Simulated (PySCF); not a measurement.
Ca: excitation energy

Ca [Ar] 4s2 (1S) → Ca [Ar] 3d1 4s1, s spin flipped, as a difference of total energies. Computed with PySCF 2.14 in def2-TZVPPD (6s5p3d, 36 functions), with no relativity, point nucleus. Correlated levels: valence: [Ar] frozen; valence and next inner shell: [Ne] frozen. The calculations carry no spin-orbit coupling.

| method | excitation energy (cm⁻¹) |
| --- | --- |
| UHF | 22675 |
| LDA | 18351 |
| PBE | 17801 |
| PBE0 | 18918 |
| r2SCAN | 16658 |
| BHandHLYP | 20321 |
| B2PLYP | 21461 |
| r2SCAN0 | 17923 |
| wB97X-V | 20105 |
| MP2 (valence) | 25551 |
| SCS-MP2 (valence) | 26127 |
| MP2 (valence and next inner shell) | 27933 |
| SCS-MP2 (valence and next inner shell) | 28245 |

The upper determinant mixes two multiplicities, so it lies between the two terms.
